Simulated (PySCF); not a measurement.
**Working out the ionisation energy of Sc⁹⁺**

Sc⁹⁺ [Ne] 3s2 (1S) → Sc¹⁰⁺ [Ne] 3s1 (2S). Calculation: PySCF 2.14, in an uncontracted even-tempered set (19 s from 0.49 bohr⁻², ratio 2.5; 12 p from 0.64 bohr⁻², ratio 2.5; 5 d from 2.8 bohr⁻², ratio 2.7; 4 f from 4.2 bohr⁻², ratio 2.7); scalar relativity by spin-free X2C-1e. Frozen: 1s2; the 23 highest virtual orbitals dropped. Energies in hartree (1 hartree = 27.21139 eV):

```json
{"part": "UHF", "Sc⁹⁺ (lower)": "-734.395679", "Sc¹⁰⁺ (upper)": "-726.204126"}
{"part": "MP2 opposite-spin", "Sc⁹⁺ (lower)": "-0.287346", "Sc¹⁰⁺ (upper)": "-0.225146"}
{"part": "MP2 same-spin", "Sc⁹⁺ (lower)": "-0.090116", "Sc¹⁰⁺ (upper)": "-0.081895"}
```

Question: What does Hartree-Fock give?

Answer: (-726.204126) − (-734.395679) = 8.191553 hartree = 222.904 eV.

Question: What do MP2 and SCS-MP2 (6/5 opposite-spin, 1/3 same-spin) give?

Answer: The opposite-spin parts differ by 1.693 eV and the same-spin parts by 0.224 eV. MP2: 222.904 + (1.693) + (0.224) = 224.821 eV. SCS-MP2: 222.904 + 1.2 × (1.693) + (0.224)/3 = 225.010 eV.

A first-order spin-orbit estimate adds 0.000 eV to MP2 (outer shells), giving 224.821 eV against 225.18 ± 0.05 eV (semi-empirical (NIST evaluation); NIST Atomic Spectra Database, ionization energies).

What remains against the reference includes basis incompleteness, the frozen core and correlation beyond second order.
